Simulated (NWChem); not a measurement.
System: isopropylamine (C3H9N); SMILES CC(C)N

NWChem input:

```
start job
memory heap 200 mb stack 900 mb global 1100 mb
geometry units angstroms
  C      0.690515     0.115506     1.257646
  C     -0.024381    -0.355690     0.000000
  C      0.690515     0.115506    -1.257646
  N     -1.380450     0.174347     0.000000
  H      1.725598    -0.256630     1.292639
  H      0.709171     1.215960     1.292800
  H      0.177346    -0.241639     2.165287
  H     -0.000331    -1.469116     0.000000
  H      0.177346    -0.241639    -2.165287
  H      0.709171     1.215960    -1.292800
  H      1.725598    -0.256630    -1.292639
  H     -1.890852    -0.164149    -0.813973
  H     -1.890852    -0.164149     0.813973
end
basis spherical
  * library def2-svp
end
dft
  xc xpbe96 cpbe96
  iterations 150
end
driver
  maxiter 120
end
task dft optimize
task dft freq
```

Excerpt of the output:

```
             Northwest Computational Chemistry Package (NWChem) 7.3.0
             --------------------------------------------------------

 CS  symmetry detected

                             Geometry "geometry" -> ""
                             -------------------------

 Output coordinates in angstroms (scale by  1.889725989 to convert to a.u.)

  No.       Tag          Charge          X              Y              Z
 ---- ---------------- ---------- -------------- -------------- --------------
    1 C                    6.0000     0.69302192     0.11150060    -1.25764600
    2 C                    6.0000    -0.02239072    -0.35891062     0.00000000
    3 C                    6.0000     0.69302192     0.11150060     1.25764600
    4 N                    7.0000    -1.37787726     0.17261417     0.00000000
    5 H                    1.0000     1.72769593    -0.26177104    -1.29263900
    6 H                    1.0000     0.71288551     1.21193346    -1.29280000
    7 H                    1.0000     0.17946131    -0.24508105    -2.16528700
    8 H                    1.0000     0.00043743    -1.47236234     0.00000000
    9 H                    1.0000     0.17946131    -0.24508105     2.16528700
   10 H                    1.0000     0.71288551     1.21193346     1.29280000
   11 H                    1.0000     1.72769593    -0.26177104     1.29263900
   12 H                    1.0000    -1.88865041    -0.16532153     0.81397300
   13 H                    1.0000    -1.88865041    -0.16532153    -0.81397300

 Effective nuclear repulsion energy (a.u.)     135.7122228611

      Symmetry information
      --------------------

 Group name             Cs
 Group number              2
 Group order               2
 No. of unique centers     8

                                Z-matrix (autoz)
                                --------

 Units are Angstrom for bonds and degrees for angles

      Type          Name      I     J     K     L     M      Value
      ----------- --------  ----- ----- ----- ----- ----- ----------
    1 Stretch                  1     2                       1.52144
    2 Stretch                  1     5                       1.10050
    3 Stretch                  1     6                       1.10117
    4 Stretch                  1     7                       1.10214
    5 Stretch                  2     3                       1.52144
    6 Stretch                  2     4                       1.45597
    7 Stretch                  2     8                       1.11369
    8 Stretch                  3     9                       1.10214
    9 Stretch                  3    10                       1.10117
   10 Stretch                  3    11                       1.10050
   11 Stretch                  4    12                       1.01865
   12 Stretch                  4    13                       1.01865
   13 Bend                     1     2     3               111.50541
   14 Bend                     1     2     4               108.95914
   15 Bend                     1     2     8               107.42667
   16 Bend                     2     1     5               111.31571
   17 Bend                     2     1     6               110.11171
   18 Bend                     2     1     7               111.19849
   19 Bend                     2     3     9               111.19849
   20 Bend                     2     3    10               110.11171
   21 Bend                     2     3    11               111.31571
   22 Bend                     2     4    12               110.22490
   23 Bend                     2     4    13               110.22490
   24 Bend                     3     2     4               108.95914
   25 Bend                     3     2     8               107.42667
   26 Bend                     4     2     8               112.58608
   27 Bend                     5     1     6               108.72220
   28 Bend                     5     1     7               107.58805
   29 Bend                     6     1     7               107.78427
   30 Bend                     9     3    10               107.78427
   31 Bend                     9     3    11               107.58805
   32 Bend                    10     3    11               108.72220
   33 Bend                    12     4    13               106.08328
   34 Torsion                  1     2     3     9        -179.11961
   35 Torsion                  1     2     3    10          61.48095
   36 Torsion                  1     2     3    11         -59.17002
   37 Torsion                  1     2     4    12         177.45314
   38 Torsion                  1     2     4    13          60.68559
   39 Torsion                  3     2     1     5          59.17002
   40 Torsion                  3     2     1     6         -61.48095
   41 Torsion                  3     2     1     7         179.11961
   42 Torsion                  3     2     4    12         -60.68559
   43 Torsion                  3     2     4    13        -177.45314
   44 Torsion                  4     2     1     5         179.47435
   45 Torsion                  4     2     1     6          58.82337
   46 Torsion                  4     2     1     7         -60.57606
   47 Torsion                  4     2     3     9          60.57606
   48 Torsion                  4     2     3    10         -58.82337
   49 Torsion                  4     2     3    11        -179.47435
   50 Torsion                  5     1     2     8         -58.28547
   51 Torsion                  6     1     2     8        -178.93644
   52 Torsion                  7     1     2     8          61.66412
   53 Torsion                  8     2     3     9         -61.66412
   54 Torsion                  8     2     3    10         178.93644
   55 Torsion                  8     2     3    11          58.28547
   56 Torsion                  8     2     4    12          58.38378
   57 Torsion                  8     2     4    13         -58.38378

  pbe96 is a nonlocal functional; adding pw91lda local functional.

                           NWChem Geometry Optimization
                           ----------------------------

 maximum gradient threshold         (gmax) =   0.000450
 rms gradient threshold             (grms) =   0.000300
 maximum cartesian step threshold   (xmax) =   0.001800
 rms cartesian step threshold       (xrms) =   0.001200
 fixed trust radius                (trust) =   0.300000
 source of zmatrix                         =   autoz

          -------------------
          Energy Minimization
          -------------------

 Using diagonal initial Hessian
 Scaling for Hessian diagonals: bonds = 1.00  angles = 0.25  torsions = 0.10

          --------
          Step   0

                                 NWChem DFT Module
                                 -----------------

 Summary of "ao basis" -> "ao basis" (spherical)
 ------------------------------------------------------------------------------
       Tag                 Description            Shells   Functions and Types
 ---------------- ------------------------------  ------  ---------------------
 C                          def2-svp                 6       14   3s2p1d
 N                          def2-svp                 6       14   3s2p1d
 H                          def2-svp                 3        5   2s1p

      Symmetry analysis of basis
      --------------------------

        a'         58
        a"         43

            General Information
            -------------------
          SCF calculation type: DFT
          Wavefunction type:  closed shell.
          No. of atoms     :    13
          No. of electrons :    34
           Alpha electrons :    17
            Beta electrons :    17
          Charge           :     0
          Spin multiplicity:     1
          Use of symmetry is: on ; symmetry adaption is: on
          Maximum number of iterations: 150
          AO basis - number of functions:   101
                     number of shells:    51
          Convergence on energy requested:  1.00D-06
          Convergence on density requested:  1.00D-05
          Convergence on gradient requested:  5.00D-04

              XC Information
              --------------
          PerdewBurkeErnzerhof Exchange Functional  1.000
            Perdew 1991 LDA Correlation Functional  1.000 local
           PerdewBurkeErnz. Correlation Functional  1.000 non-local

             Grid Information
             ----------------
          Grid used for XC integration:  medium
          Radial quadrature: Mura-Knowles
          Angular quadrature: Lebedev.
          Tag              B.-S. Rad. Rad. Pts. Rad. Cut. Ang. Pts.
          ---              ---------- --------- --------- ---------
          C                   0.70       49          10.0       434
          N                   0.65       49          10.0       434
          H                   0.35       45          11.0       434
          Grid pruning is: on
          Number of quadrature shells:   372
          Spatial weights used:  Erf1

      Superposition of Atomic Density Guess
      -------------------------------------

 Sum of atomic energies:        -171.61212425

      Non-variational initial energy
      ------------------------------

 Total energy =    -174.433467
 1-e energy   =    -497.725416
 2-e energy   =     187.579726
 HOMO         =      -0.312190
 LUMO         =       0.082627

      Symmetry analysis of molecular orbitals - initial
      -------------------------------------------------

  Numbering of irreducible representations:

     1 a'          2 a"

  Orbital symmetries:

     1 a'          2 a'          3 a"          4 a'          5 a'
     6 a'          7 a"          8 a'          9 a'         10 a"
    11 a'         12 a"         13 a"         14 a'         15 a'
    16 a"         17 a'         18 a'         19 a'         20 a"
    21 a'         22 a'         23 a"         24 a'         25 a"
    26 a"         27 a'

   convergence    iter        energy       DeltaE   RMS-Dens  Diis-err
 ---------------- ----- ----------------- --------- --------- ---------
 d= 0,ls=0.0,diis     1   -174.0687173779 -3.10D+02  1.00D-02  4.16D-01
 d= 0,ls=0.0,diis     2   -174.0826487279 -1.39D-02  5.84D-03  2.90D-01
 d= 0,ls=0.0,diis     3   -174.1056071907 -2.30D-02  2.17D-03  8.41D-02
 d= 0,ls=0.0,diis     4   -174.1144195885 -8.81D-03  4.28D-04  1.68D-03
 d= 0,ls=0.0,diis     5   -174.1145904837 -1.71D-04  1.05D-04  2.07D-04
  Resetting Diis
 d= 0,ls=0.0,diis     6   -174.1146163428 -2.59D-05  1.89D-05  2.65D-06
 d= 0,ls=0.0,diis     7   -174.1146166515 -3.09D-07  8.63D-06  1.46D-07

         Total DFT energy =     -174.114616651542
      One electron energy =     -502.480072054073
           Coulomb energy =      218.933990061496
    Exchange-Corr. energy =      -26.280757520082
 Nuclear repulsion energy =      135.712222861116

 Numeric. integr. density =       34.000002937828

                  Occupations of the irreducible representations
                  ----------------------------------------------

[...]

      ----------------------
      Optimization converged
      ----------------------

  Step       Energy      Delta E   Gmax     Grms     Xrms     Xmax
  ---- ---------------- -------- -------- -------- -------- --------
@    4    -174.11528124 -1.3D-06  0.00006  0.00003  0.00058  0.00145
                                     ok       ok       ok       ok

                                Z-matrix (autoz)
                                --------

 Units are Angstrom for bonds and degrees for angles

[...]

 Rotational Constants
 --------------------
 A=   0.276651 cm-1  (  0.398030 K)
 B=   0.262902 cm-1  (  0.378248 K)
 C=   0.154171 cm-1  (  0.221812 K)

 Temperature                      =   298.15K
 frequency scaling parameter      =   1.0000

 Zero-Point correction to Energy  =   73.468 kcal/mol  (  0.117079 au)
 Thermal correction to Energy     =   76.993 kcal/mol  (  0.122696 au)
 Thermal correction to Enthalpy   =   77.585 kcal/mol  (  0.123640 au)

 Total Entropy                    =   71.607 cal/mol-K
   - Translational                =   38.132 cal/mol-K (mol. weight =  59.0735)
   - Rotational                   =   24.468 cal/mol-K (symmetry #  =        1)
   - Vibrational                  =    9.007 cal/mol-K

 Cv (constant volume heat capacity) =   20.200 cal/mol-K
   - Translational                  =    2.979 cal/mol-K
   - Rotational                     =    2.979 cal/mol-K
   - Vibrational                    =   14.241 cal/mol-K

[normal modes left out]

 ----------------------------------------------------------------------------
 Normal Eigenvalue ||           Projected Infra Red Intensities
  Mode   [cm**-1]  || [atomic units] [(debye/angs)**2] [(KM/mol)] [arbitrary]
 ------ ---------- || -------------- ----------------- ---------- -----------
    1       -0.000 ||    0.000794           0.018         0.774       0.572
    2        0.000 ||    0.000619           0.014         0.604       0.446
    3        0.000 ||    0.000012           0.000         0.011       0.008
    4        0.000 ||    0.000702           0.016         0.684       0.505
    5        0.000 ||    0.000016           0.000         0.015       0.011
    6        0.000 ||    0.000011           0.000         0.011       0.008
    7      224.325 ||    0.005329           0.123         5.195       3.838
    8      268.275 ||    0.000151           0.003         0.147       0.109
    9      294.442 ||    0.032873           0.758        32.046      23.678
   10      355.548 ||    0.000132           0.003         0.128       0.095
   11      397.958 ||    0.008621           0.199         8.404       6.210
   12      463.498 ||    0.011250           0.260        10.967       8.103
   13      806.276 ||    0.059474           1.372        57.978      42.838
   14      822.141 ||    0.067249           1.551        65.558      48.439
   15      893.982 ||    0.000289           0.007         0.282       0.208
   16      929.887 ||    0.000739           0.017         0.721       0.533
   17      972.891 ||    0.001753           0.040         1.709       1.263
   18     1015.941 ||    0.001264           0.029         1.232       0.910
   19     1119.481 ||    0.016927           0.391        16.502      12.193
   20     1164.863 ||    0.008278           0.191         8.070       5.962
   21     1223.163 ||    0.000348           0.008         0.339       0.250
   22     1314.847 ||    0.000103           0.002         0.100       0.074
   23     1322.332 ||    0.015665           0.361        15.271      11.283
   24     1348.690 ||    0.024407           0.563        23.794      17.580
   25     1359.706 ||    0.017089           0.394        16.659      12.309
   26     1406.957 ||    0.000107           0.002         0.104       0.077
   27     1413.571 ||    0.000103           0.002         0.100       0.074
   28     1415.876 ||    0.006058           0.140         5.905       4.363
   29     1433.131 ||    0.003435           0.079         3.349       2.474
   30     1580.195 ||    0.024687           0.570        24.066      17.782
   31     2831.535 ||    0.096653           2.230        94.222      69.619
   32     2963.517 ||    0.037012           0.854        36.081      26.659
   33     2967.039 ||    0.005289           0.122         5.156       3.809
   34     3049.671 ||    0.016368           0.378        15.956      11.789
   35     3051.055 ||    0.035540           0.820        34.646      25.599
   36     3066.297 ||    0.000187           0.004         0.182       0.135
   37     3070.022 ||    0.039072           0.901        38.089      28.143
   38     3394.032 ||    0.002627           0.061         2.561       1.892
   39     3475.206 ||    0.000216           0.005         0.211       0.156
 ----------------------------------------------------------------------------
```

Level: PBE/def2-SVP.
